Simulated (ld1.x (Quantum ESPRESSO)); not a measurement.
An all-electron radial function and its pseudo partner (Sb)

Columns: radius, all-electron u(r) and pseudo u(r) of the 5s shell (level -20.64 eV) of antimony in the configuration [Kr] 4d10 5s2 5p2; PBE, scalar-relativistic, TM scheme, ld1.x (Quantum ESPRESSO) 7.5.

| r (bohr) | all-electron | pseudo |
| --- | --- | --- |
| 0.156 | 0.0632 | 0.0240 |
| 0.312 | 0.1728 | 0.0517 |
| 0.468 | -0.2288 | 0.0873 |
| 0.624 | -0.3904 | 0.1359 |
| 0.780 | -0.2686 | 0.2026 |
| 0.936 | -0.0186 | 0.2911 |
| 1.092 | 0.2425 | 0.3999 |
| 1.248 | 0.4597 | 0.5194 |
| 1.404 | 0.6172 | 0.6322 |
| 1.560 | 0.7175 | 0.7194 |
| 1.716 | 0.7700 | 0.7700 |
| 1.872 | 0.7854 | 0.7854 |
| 2.028 | 0.7734 | 0.7734 |
| 2.184 | 0.7422 | 0.7422 |
| 2.340 | 0.6982 | 0.6982 |
| 2.496 | 0.6467 | 0.6467 |
| 2.652 | 0.5913 | 0.5913 |
| 2.808 | 0.5351 | 0.5351 |
| 2.964 | 0.4800 | 0.4800 |
| 3.120 | 0.4274 | 0.4274 |
| 3.276 | 0.3782 | 0.3782 |
| 3.432 | 0.3329 | 0.3329 |
| 3.588 | 0.2917 | 0.2917 |
| 3.744 | 0.2545 | 0.2545 |
| 3.900 | 0.2214 | 0.2214 |
| 4.056 | 0.1920 | 0.1920 |

Question: How many radial nodes do the two functions have?

Answer: The all-electron 5s function has n − l − 1 = 4 (the table is too coarse to show those close to the nucleus); the pseudo-wave has 0, since the states of the same l below it are removed with the core.

Question: At about which radius was the pseudo-wave matched?

Answer: 1.85 bohr, where the columns begin to agree (steps of 0.16 bohr).

Question: Where does each function peak?

Answer: Outermost all-electron maximum near 1.87 bohr, pseudo maximum near 1.87 bohr (to the table’s step).

Question: Is the pseudo-wave norm-conserving?

Answer: Yes: the TM scheme keeps the norm inside the radius equal to the all-electron one, which fixes the energy derivative of the logarithmic derivative at the level.
